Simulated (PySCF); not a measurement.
Name the molecule from its bond curve

A diatomic of charge 0 contains Sn. Its doublet curve at PBE in a triple-zeta basis (scalar-relativistic core potentials, PySCF), in eV from the separated fragments:

| R (Å) | E (eV) |
| --- | --- |
| 1.684 | -3.961 |
| 1.762 | -4.676 |
| 1.841 | -5.072 |
| 1.899 | -5.223 |
| 1.958 | -5.282 |
| 2.017 | -5.274 |
| 2.095 | -5.186 |
| 2.193 | -4.997 |
| 2.310 | -4.703 |
| 2.467 | -4.266 |

The fit gives ωe = 541 cm⁻¹ and the rotational constant Bₑ = 0.2627 cm⁻¹.

Question: Which atom is the partner?

Answer: The minimum lies at 1.978 Å, so the reduced mass is 16.8576 u Å² cm⁻¹/(Bₑ·Re²) = 16.40 u. With Sn at 119.90 u the partner weighs about 19.0 u: F. The molecule is SnF.

Spin–orbit coupling is left out. The state was picked by a PBE0 search and need not be the measured ground state.
